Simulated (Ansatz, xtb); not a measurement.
## A geometry optimisation of C3H6AlNS with r2SCAN-D4/def2-SVP

The starting geometry of this gas-phase singlet was built from a drawn formula by distance geometry and a force field; its bonds are those of `N#C[CH2][AlH][CH2]S`.

```xyz
12

C    -2.4777   -1.3985    0.6634
C    -1.3399   -1.3732    1.5762
C     0.8511   -2.2623   -0.9524
Al    0.0933   -2.6123    0.8964
N    -3.3946   -1.4265   -0.0289
S     1.5930   -0.6308   -1.0308
H    -0.9341   -0.3094    1.6304
H    -1.5950   -1.6894    2.6089
H     0.5931   -3.8074    1.7759
H     0.0862   -2.3932   -1.6918
H     1.6653   -3.0457   -1.1184
H     0.3458    0.0561   -0.8933
```

Question: Where would you expect an optimisation with r2SCAN-D4/def2-SVP to take it?

Answer: A new bond forms, giving a structure given below by its coordinates. Contacts that close: Al4–S6 (3.14 → 2.46 Å).

The energy falls by 0.74 eV over 19 steps:

| step | E − E(last) (eV) |
| --- | --- |
| 1 | 0.741 |
| 3 | 0.363 |
| 5 | 0.203 |
| 7 | 0.150 |
| 9 | 0.089 |
| 11 | 0.035 |
| 13 | 0.008 |
| 15 | 0.001 |
| 17 | 0.000 |
| 19 | 0.000 |

Final geometry (Å):

```xyz
12

C    -1.9855   -0.8776    0.5088
C    -1.3851   -1.5750    1.6129
C     0.5237   -2.6773   -0.9029
Al    0.3986   -2.2755    1.0041
N    -2.3508   -0.3234   -0.4530
S     1.1349   -0.8840   -0.8812
H    -1.2786   -0.9039    2.4820
H    -2.0227   -2.4214    1.9244
H     1.5297   -2.6305    2.0505
H    -0.3421   -2.7412   -1.5760
H     1.3564   -3.2728   -1.3029
H    -0.0919   -0.3101   -1.0311
```

From the same start GFN2-xTB reaches the same bonding as this run.

The end wasn't checked by frequencies. Run with Ansatz 0.2.0, 33 s on 2 threads of Intel(R) Xeon(R) 6975P-C (Granite Rapids) (shared host).
